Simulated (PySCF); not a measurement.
# The 11-electron isoelectronic series, spin-free X2C

Calculated with PySCF 2.14 from differences of total energies of unrestricted determinants, without spin-orbit coupling. Each ion has its own even-tempered basis scaled to its charge (18s11p4d4f for the first); frozen: 1s2. Ionisation energies in eV, correlation energies of the ion in mhartree.

```tsv
ion	configuration	UHF	MP2 (outer shells)	CCSD (outer shells)	CCSD(T) (outer shells)	LDA	PBE	PBE0	E_corr MP2	E_corr CCSD(T)	NIST (with spin-orbit, Breit and QED)
Tc³²⁺	[Ne] 3s1 (2S)	1899.5	1900.1	1900.1	1900.2	1902.0	1904.0	1903.0	-325.8	-327.7	1900.28 ± 0.06 (s)
Ru³³⁺	[Ne] 3s1 (2S)	2012.2	2012.9	2012.9	2012.9	2014.7	2016.9	2015.9	-326.6	-328.5	2013.04 ± 0.06 (s)
Rh³⁴⁺	[Ne] 3s1 (2S)	2128.4	2129.1	2129.1	2129.1	2131.0	2133.3	2132.1	-327.4	-329.2	2129.22 ± 0.07 (s)
Pd³⁵⁺	[Ne] 3s1 (2S)	2248.1	2248.8	2248.8	2248.8	2250.7	2253.0	2251.9	-328.2	-330.0	2248.87 ± 0.07 (s)
Ag³⁶⁺	[Ne] 3s1 (2S)	2371.2	2371.9	2371.9	2371.9	2373.9	2376.3	2375.2	-329.0	-330.7	2371.99 ± 0.07 (s)
Cd³⁷⁺	[Ne] 3s1 (2S)	2497.9	2498.6	2498.6	2498.6	2500.6	2503.1	2501.9	-329.8	-331.5	2498.62 ± 0.08 (s)
In³⁸⁺	[Ne] 3s1 (2S)	2628.0	2628.7	2628.7	2628.7	2630.7	2633.4	2632.2	-330.7	-332.3	2628.77 ± 0.08 (s)
Sn³⁹⁺	[Ne] 3s1 (2S)	2761.8	2762.5	2762.5	2762.5	2764.6	2767.3	2766.0	-331.5	-333.1	2762.49 ± 0.08 (s)
Sb⁴⁰⁺	[Ne] 3s1 (2S)	2899.1	2899.8	2899.8	2899.8	2901.9	2904.7	2903.4	-332.3	-333.9	2900 ± 0.5 (s)
Te⁴¹⁺	[Ne] 3s1 (2S)	3040.1	3040.8	3040.8	3040.8	3042.9	3045.8	3044.5	-333.2	-334.7	3041 ± 0.5 (s)
```

Each ion has its own basis, which adds noise of up to about 0.1 % along the series.

NIST values marked (s) are semi-empirical, (t) theoretical. Open shells are high-spin determinants of the terms that Hund's rules give.
